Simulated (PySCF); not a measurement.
Several species in one continuum solvent.

Level: CAM-B3LYP/def2-SVPD in PySCF, non-relativistic, each on one gas-phase PBE0-D3(BJ)/def2-SVP geometry that isn't relaxed in the solvent. The solvent is an IEF-PCM continuum (Bondi radii, 1.10 Å for H, scaled by 1.2). Only the electrostatic response of the medium enters. Spin–orbit coupling is left out although an atom past zinc is present.

Question: Order them by E(solvent) − E(gas) in chloroform (ε = 4.711), most negative first (kcal/mol).
A. `[CH2:1]=[C:2]([CH3:3])[GeH2:4][CH:5]([CH3:6])[CH3:7]` with C1–C2–Ge4–C5 -113°, C2–Ge4–C5–C6 57°
B. `C1=CC(=CCl)C=C1`
C. `[F:1][CH2:2][C@H:3]1[CH:4]=[N:5]1` with F1–C2–C3–C4 80°
D. `[CH3:1][O:2][C@H:3]([C:4]#[N:5])[c:6]1[cH:7][n:8][o:9][cH:10]1` with C1–O2–C3–C4 -65°, O2–C3–C6–C7 63°
E. `[CH3:1][CH2:2][C@@H:3]1[CH2:4][CH2:5][Ge@H:6]1[CH3:7]` with C1–C2–C3–C4 -64°, C2–C3–C4–C5 -149°, C3–C4–C5–Ge6 22°, C4–C5–Ge6–C7 -135°, C2–C3–Ge6–C5 139°
F. sulfuryl chloride (`O=S(=O)(Cl)Cl`)
G. `C[C@@H](F)C#N`
H. `[CH2:1]1[CH2:2][O:3][CH2:4][O:5][CH2:6]1` with C6–C1–C2–O3 52°, C1–C2–O3–C4 -56°, C2–O3–C4–O5 61°, O3–C4–O5–C6 -60°

Answer: D (-8.1), G (-4.9), C (-4.3), H (-3.6), B (-2.2), F (-2.0), A (-1.1), E (-0.7).

```csv
SMILES,charge,ΔE (kcal/mol),polarisation term (kcal/mol),HOMO shift (eV),dipole gas (D),dipole solvent (D),atoms,"lowest singlet, gas (eV)","lowest singlet, solvent (eV)"
CO[C@H](C#N)c1cnoc1,0,-8.1,-9.4,+0.14,4.36,5.39,16,6.54,6.54
C[C@@H](F)C#N,0,-4.9,-5.6,+0.04,3.70,4.41,9,7.25,7.28
FC[C@H]1C=N1,0,-4.3,-4.8,+0.07,0.88,1.05,9,5.23,5.29
C1COCOC1,0,-3.6,-4.0,0.00,2.16,2.71,14,7.66,7.74
ClC=C1C=CC=C1,0,-2.2,-2.5,+0.02,0.90,1.13,12,3.40,3.41
O=S(=O)(Cl)Cl,0,-2.0,-2.2,+0.14,1.78,2.18,5,4.86,4.84
C=[C](C)[GeH2][CH](C)C,0,-1.1,-1.2,+0.07,0.86,1.11,21,6.62,6.57
CC[C@@H]1C[CH2][Ge@H]1[CH3],0,-0.7,-0.8,+0.11,0.64,0.80,21,6.91,6.91
```

Over the 8 neutral species the correlation coefficient of ΔE with the squared gas-phase dipole is -0.87. The polarisation term is half the interaction of the solute with the induced surface charges. Singlets are vertical TDDFT energies (frozen core, non-equilibrium response), the lowest in each medium.
